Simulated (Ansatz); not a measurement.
Reaction (SMILES): C[Si](C)(C)O → C[Si](C)O + [CH3] (CH3) (the C-Si bond at the site shown breaks; other sites are not compared here)
Structures are relaxed separately at B3LYP-D3(BJ)/def2-TZVP in Ansatz (a quantum-chemistry and plane-wave program), one conformer each, not searched for the lowest.

Wanted: bond dissociation energy (electronic energy difference), in kcal/mol. Cores are frozen in the correlated levels unless marked. Open shells are spin-unrestricted. No spin-orbit coupling. Non-relativistic. CBS(X,Y): correlation extrapolated as X^-3; Hartree-Fock from the larger set. The bracket is a focal-point correction in the basis named.

```
level                                                                 program  bond dissociation energy (kcal/mol)  minus last row
-------------------------------------------------------------  --------------  -----------------------------------  --------------
PBE-D4/def2-TZVPD                                              Ansatz + dftd4                                 92.7            -5.2
B3LYP-D3(BJ)/def2-TZVPD                                        Ansatz + dftd3                                 92.0            -5.9
B3LYP-D4/def2-TZVPD                                            Ansatz + dftd4                                 92.0            -5.9
PBE0/STO-3G                                                            Ansatz                                118.4            20.5
PBE0-D3(BJ)/def2-TZVPD                                         Ansatz + dftd3                                 93.5            -4.4
PBE0-D4/def2-TZVPD                                             Ansatz + dftd4                                 93.5            -4.4
HSE06-D4/def2-TZVPD                                            Ansatz + dftd4                                 93.5            -4.4
HSE06/def2-TZVPD                                                       Ansatz                                 91.8            -6.1
CAM-B3LYP-D3(BJ)/def2-TZVPD                                    Ansatz + dftd3                                 93.8            -4.1
PBE-QIDH/def2-TZVPD                                                    Ansatz                                 95.6            -2.3
MP2/STO-3G                                                             Ansatz                                111.8            13.9
SCS-MP2/6-31G*                                                         Ansatz                                 93.8            -4.1
CCSD/6-31G                                                             Ansatz                                 79.8           -18.1
RI-MP2/CBS(cc-pV(T+d)Z,cc-pV(Q+d)Z)+[CCSD(T)-MP2]/cc-pV(T+d)Z          Ansatz                                 98.0             0.1
CCSD(T)/CBS(cc-pV(T+d)Z,cc-pV(Q+d)Z)                                   Ansatz                                 97.9             0.0
```
